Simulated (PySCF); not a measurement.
Start geometry of `COC(=O)/C=C\Cl` from GFN2-xTB (Å):
```
atom  x, y, z in Å
C1     2.2468   -0.2575   -0.3623
O2     0.8839   -0.6425   -0.4554
C3     0.0008    0.1718    0.1500
O4     0.3199    1.1719    0.7400
C5    -1.3670   -0.3501   -0.0283
C6    -2.4707    0.2220    0.4520
Cl7   -2.4935    1.6592    1.3546
H8     2.3952    0.7273   -0.8106
H9     2.5598   -0.2161    0.6832
H10    2.8133   -1.0127   -0.9011
H11   -1.4386   -1.2660   -0.5938
H12   -3.4488   -0.2081    0.2898
```

Q: What comes out of this run: PBE0-D3(BJ)/def2-SVP geometry optimisation, gas phase (PySCF 2.14.0)?

A: 
```
atom  x, y, z in Å
C1     1.7716    0.6555    0.6580
O2     0.4017    0.3125    0.5773
C3    -0.4460    1.1763    1.1605
O4    -0.0869    2.1787    1.7212
C5    -1.8333    0.6981    0.9973
C6    -2.9358    1.2898    1.4739
Cl7   -3.0067    2.7348    2.3808
H8     1.9583    1.6398    0.2031
H9     2.1058    0.6950    1.7058
H10    2.3186   -0.1241    0.1151
H11   -1.9625   -0.2293    0.4354
H12   -3.9206    0.8495    1.2970
```

The energy falls by 2.8 kJ/mol over 8 energy and gradient evaluations, the largest force component goes from 0.0098 to 2.3e-04 Eh/bohr, and the atoms move by 0.036 Å rms after alignment. Among the bonds, C5–H11 and C6–H12 change most and about equally (+0.012 to +0.013 Å). Bonds longer at the end by more than 0.005 Å: 7 of 11; shorter: 0. Among the angles that change most is C6–C5–H11, from 119.9° to 117.5°. Rotational constants go from 6672, 1128, 971.0 to 6765, 1089, 943.4 MHz. The orientation of the end geometry is arbitrary; only internal coordinates are fixed.

The run used 127 basis functions and 58 SCF cycles in all. On an Arm Neoverse V2 with one thread (shared host), this took 51 s wall.

Stationary, but not proved a minimum. One conformer, not necessarily the lowest.
